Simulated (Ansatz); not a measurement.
Program: Ansatz. Geometries: PBE0-D4/def2-TZVP. ΔE: electronic, gas phase. CBS: MP2 limit from def2 TZ/QZ plus the TZ coupled-cluster correction, frozen cores. DFT in def2-TZVPP. For Ge outer-core shells are correlated without core-valence functions, which leaves a few kJ/mol of doubt a bond. Scalar relativity is left out up to krypton. Each species was taken in one conformer, which may not be the lowest.

Consider the redistribution: `[Cl][GeH]` + `[SiH3]SS` → `[GeH2]` + `SS[SiH2]Cl`.

CCSD(T)/CBS gives +26.3 kJ/mol.

Q: Another level gave +32.5 kJ/mol. Which?
A. CAM-B3LYP/def2-TZVPP
B. MP2/def2-TZVPP
C. PBE/def2-TZVPP
D. BLYP/def2-TZVPP

A: A. CAM-B3LYP 32.5, MP2/def2-TZVPP 24.8, BLYP 43.7, PBE 37.7 kJ/mol.

Largest T1 diagnostic among the species: 0.013.

In def2-TZVPP, CCSD(T) changes the Hartree–Fock value by −3.2 kJ/mol (the triples alone add +0.9 kJ/mol) and MP2 by −4.1 kJ/mol. From BLYP to BHLYP (50 % exact exchange), in def2-TZVPP and without D4, ΔE moves by −11.4 kJ/mol. The D4 term adds −5.4 kJ/mol with B3LYP and −3.1 kJ/mol with PBE0; it sums over pairs of atoms, weighted by their polarisabilities, and B3LYP, whose exchange is more repulsive, gets the larger term.

B3LYP here is the variant with VWN-RPA as its local correlation; programs differ in this.
